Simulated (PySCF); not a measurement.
Core binding energy against partial charge

Compound: C7H10OSi.
SMILES with atom numbers: `[CH:1]#[C:2][C@@H:3]1[CH2:4][Si@@H:5]1/[CH:6]=[CH:7]\[O:8][CH3:9]`

Binding energies: PySCF 2.14.0, delta-SCF UKS SCAN, pcX-2 on the ionised atom, pcseg-1 elsewhere, spin-free X2C. Charges: PBE0/pcSseg-1 ground-state density, for the ionised atom.

```csv
atom,environment,C 1s (eV),Mulliken (e),IAO (e),Hirshfeld (e),ESP (e)
C1,terminal alkyne carbon,289.21,-0.415,-0.291,-0.147,-0.428
C6,alkene CH carbon,289.48,-0.491,-0.520,-0.187,-0.536
C4,sp3 carbon bound to silicon,289.64,-0.414,-0.528,-0.165,-0.472
C2,alkyne carbon,290.04,+0.300,-0.021,-0.046,-0.067
C3,sp3 carbon bound to silicon,290.23,-0.485,-0.382,-0.108,-0.008
C7,vinylic carbon bearing oxygen,291.77,+0.156,+0.088,+0.039,+0.136
C9,methoxy carbon,292.73,-0.051,-0.201,-0.027,-0.267
```

Give the correlation coefficient and slope of binding energy on charge for each scheme.

Hirshfeld: r = 0.81, slope 12.8 eV per e; IAO: r = 0.55, slope 3.1 eV per e; Mulliken: r = 0.53, slope 2.1 eV per e; ESP: r = 0.50, slope 2.5 eV per e. Hirshfeld charges have the highest r, on only 7 points.

The point-charge model writes a binding energy as kq + V + constant, with V the potential of the other atoms' charges at the site. What does it give with the IAO charges?

V = Σ 14.40 eV Å × q/r over all other atoms: +2.08 eV at C1, +6.24 eV at C6, +5.70 eV at C4, -3.60 eV at C2, +2.89 eV at C3, -3.19 eV at C7, +3.26 eV at C9. Fitting binding energy − V to q gives k = 18.7 eV per e and leaves an rms residual of 0.61 eV, against 1.01 eV for the fit on q alone. The model has no term for differences in relaxation between sites.

Spin contamination (⟨S²⟩ against 0.75 for a pure doublet) is marked for C 1s of C2 (0.86), which makes this value less certain. Geometry: PBE0-D3(BJ)/def2-SVP, one conformer, isolated molecule.

Shape of the structure used: `[CH:1]#[C:2][C@@H:3]1[CH2:4][Si@@H:5]1/[CH:6]=[CH:7]\[O:8][CH3:9]`: C4–Si5–C6–C7 135°, C6–C7–O8–C9 175°.
